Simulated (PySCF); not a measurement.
Numbering as in the mapped SMILES `[CH3:1][S@@:2](=[O:3])[c:4]1[cH:5][cH:6][cH:7][cH:8][n:9]1`. Hydrogens are named by the atom that carries them.

- coordinates at the PBE0-D3(BJ)/def2-SVP level
- GIAO PBE0/pcSseg-1 shieldings
- program: PySCF
- isolated molecule, relativity neglected, single conformer, averaged over atoms made equivalent by symmetry, fast rotation or ring inversion

Shifts are taken against calculated references (same method and geometry level): 13C (σref 184.41), 1H (σref 31.27) against TMS; 33S (σref 495.66) against CS2; 17O (σref 334.56) vs H2O; 15N (σref 265.67) vs NH3.

| atoms | nucleus | count | δ (ppm) |
| --- | --- | --- | --- |
| C5 | 13C | 1 | 125.4 |
| H(C7) | 1H | 1 | 7.26 |
| H(C1) | 1H | 3 | 2.64 |
| O3 | 17O | 1 | 54.0 |
| C4 | 13C | 1 | ? |
| H(C8) | 1H | 1 | ? |
| H(C6) | 1H | 1 | 8.02 |
| C7 | 13C | 1 | 128.4 |
| C6 | 13C | 1 | ? |
| C1 | 13C | 1 | 44.5 |
| S2 | 33S | 1 | 306 |
| H(C5) | 1H | 1 | 8.42 |
| C8 | 13C | 1 | 154.1 |
| N9 | 15N | 1 | ? |

Complete the table.

Answers


- C4: 178.0 ppm, aromatic carbon bearing sulfur
- C6: 143.4 ppm, aromatic CH
- H(C8): 8.64 ppm, hydrogen on an aromatic CH next to a ring nitrogen; ring current plus the neighbouring ring nitrogen
- N9: 343.9 ppm, pyridine-type ring nitrogen

Shifts are as computed. Against solution values, carbons near 30 ppm lie about +2 ppm off and those near 130 ppm about +5 ppm. Of 1211 compounds with measured shifts, 218 miss one by over three times the rms of a fit or turn the order of signals round; such compounds aren't used in these exercises. Experimental scales use liquid or dissolved standards, which lie at an offset from isolated NH3 (liquid NH3: subtract about 20 ppm) and H2O (liquid H2O: subtract about 36 ppm). Unscaled 15N shifts of sp2 nitrogen come out 20 to 40 ppm too high even then.
